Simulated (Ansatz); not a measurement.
`Cc1csc(-c2sc(-c3sc(-c4sc(-c5sc(-c6sc(-c7sccc7C)cc6C)cc5C)cc4C)cc3C)cc2C)c1` with charge -1. The state is a doublet with charge -1. Geometry PBE-D4/def2-SVP, that of the neutral singlet; atoms count from 1.

Cartesian coordinates in Å:
```
C -0.711 3.005 -10.286
C -0.859 2.540 -8.864
C -0.310 1.373 -8.358
S -0.678 1.139 -6.683
C -1.578 2.645 -6.609
C -2.186 3.069 -5.366
S -1.496 2.547 -3.843
C -2.734 3.368 -2.913
C -2.731 3.291 -1.473
S -1.952 1.934 -0.680
C -2.304 2.566 0.917
C -1.860 1.856 2.091
S -0.528 0.723 1.963
C -0.640 0.281 3.655
C 0.245 -0.717 4.204
S 0.968 -1.908 3.140
C 1.866 -2.648 4.451
C 2.748 -3.759 4.191
S 3.396 -3.980 2.578
C 4.255 -5.438 3.037
C 5.061 -6.191 2.105
S 6.009 -7.540 2.713
C 6.623 -7.903 1.141
C 6.130 -7.030 0.192
C 5.240 -6.043 0.721
C 4.586 -4.988 -0.124
C 4.038 -5.699 4.392
C 3.195 -4.771 5.056
C 2.809 -4.893 6.502
C 1.567 -2.001 5.652
C 0.659 -0.914 5.532
C 0.241 -0.058 6.693
C -1.649 1.024 4.272
C -2.344 1.913 3.409
C -3.490 2.771 3.863
C -3.025 3.757 0.805
C -3.274 4.179 -0.529
C -3.996 5.451 -0.870
C -3.607 4.036 -3.774
C -3.313 3.878 -5.157
C -4.148 4.479 -6.251
C -1.579 3.260 -7.859
H -0.236 4.008 -10.336
H -0.089 2.308 -10.880
H -1.698 3.090 -10.788
H 0.294 0.629 -8.892
H 7.315 -8.742 1.004
H 6.397 -7.085 -0.873
H 3.479 -5.009 -0.033
H 4.909 -3.965 0.165
H 4.840 -5.129 -1.193
H 4.476 -6.572 4.897
H 2.995 -5.919 6.874
H 3.392 -4.199 7.146
H 1.737 -4.656 6.658
H 2.038 -2.270 6.606
H 0.211 1.015 6.419
H -0.773 -0.327 7.063
H 0.940 -0.179 7.543
H -1.923 0.894 5.326
H -4.328 2.752 3.136
H -3.190 3.835 3.984
H -3.874 2.427 4.843
H -3.330 4.353 1.674
H -5.047 5.262 -1.176
H -4.027 6.131 0.004
H -3.505 5.985 -1.709
H -4.484 4.591 -3.419
H -3.697 5.413 -6.651
H -4.260 3.782 -7.106
H -5.158 4.737 -5.879
H -2.052 4.233 -8.043
```

Single mean-field runs in def2-SVP are fitted with def2-universal-jkfit.

(1) Estimate the Mulliken populations of the heavy atoms from the PBE0/def2-SVP orbitals of Ansatz.

(2) Where does the spin sit?

(3) And the Mayer bond orders between heavy atoms (over 0.3, the first 40 of 48)?

Results:

(1) 
| atom | charge (e) | spin (α − β) |
| --- | --- | --- |
| C1 | 0.02 | 0.00 |
| C2 | -0.11 | -0.03 |
| C3 | -0.15 | 0.05 |
| S4 | 0.09 | 0.02 |
| C5 | -0.14 | -0.03 |
| C6 | -0.13 | 0.09 |
| S7 | 0.10 | 0.04 |
| C8 | -0.10 | -0.01 |
| C9 | -0.12 | 0.09 |
| S10 | 0.09 | 0.05 |
| C11 | -0.10 | 0.03 |
| C12 | -0.11 | 0.06 |
| S13 | 0.09 | 0.05 |
| C14 | -0.11 | 0.07 |
| C15 | -0.11 | 0.02 |
| S16 | 0.09 | 0.05 |
| C17 | -0.12 | 0.09 |
| C18 | -0.09 | -0.02 |
| S19 | 0.08 | 0.04 |
| C20 | -0.11 | 0.10 |
| C21 | -0.10 | -0.04 |
| S22 | 0.06 | 0.02 |
| C23 | -0.12 | 0.07 |
| C24 | -0.02 | -0.04 |
| C25 | -0.14 | 0.08 |
| C26 | 0.02 | -0.01 |
| C27 | -0.06 | -0.05 |
| C28 | -0.10 | 0.06 |
| C29 | 0.02 | -0.01 |
| C30 | -0.05 | -0.02 |
| C31 | -0.11 | 0.05 |
| C32 | 0.02 | 0.00 |
| C33 | -0.05 | 0.01 |
| C34 | -0.11 | 0.01 |
| C35 | 0.02 | 0.00 |
| C36 | -0.06 | 0.04 |
| C37 | -0.10 | -0.02 |
| C38 | 0.02 | 0.00 |
| C39 | -0.06 | 0.06 |
| C40 | -0.09 | -0.04 |
| C41 | 0.01 | 0.00 |
| C42 | -0.02 | 0.06 |
Mulliken values depend strongly on the basis.

(2) Summed by element: C 0.74, S 0.26, H 0.00, of 1 unpaired in all. Largest on single atoms: C20 0.10, C17 0.09, C6 0.09.

(3) C1–C2 1.07 (1.50 Å); C2–C3 1.56 (1.39 Å); C2–C42 1.26 (1.43 Å); C3–S4 1.12 (1.73 Å); S4–C5 1.13 (1.76 Å); C5–C6 1.15 (1.45 Å); C5–C42 1.48 (1.39 Å); C6–S7 1.08 (1.75 Å); C6–C40 1.49 (1.40 Å); S7–C8 1.10 (1.75 Å); C8–C9 1.19 (1.44 Å); C8–C39 1.42 (1.40 Å); C9–S10 1.08 (1.75 Å); C9–C37 1.45 (1.40 Å); S10–C11 1.09 (1.75 Å); C11–C12 1.22 (1.44 Å); C11–C36 1.40 (1.40 Å); C12–S13 1.08 (1.75 Å); C12–C34 1.44 (1.41 Å); S13–C14 1.08 (1.75 Å); C14–C15 1.21 (1.44 Å); C14–C33 1.40 (1.40 Å); C15–S16 1.08 (1.75 Å); C15–C31 1.44 (1.40 Å); S16–C17 1.08 (1.75 Å); C17–C18 1.19 (1.44 Å); C17–C30 1.41 (1.40 Å); C18–S19 1.09 (1.75 Å); C18–C28 1.45 (1.41 Å); S19–C20 1.08 (1.75 Å); C20–C21 1.20 (1.44 Å); C20–C27 1.43 (1.40 Å); C21–S22 1.12 (1.76 Å); C21–C25 1.47 (1.40 Å); S22–C23 1.13 (1.73 Å); C23–C24 1.54 (1.38 Å); C24–C25 1.29 (1.43 Å); C25–C26 1.09 (1.50 Å); C27–C28 1.34 (1.42 Å); C28–C29 1.10 (1.50 Å).
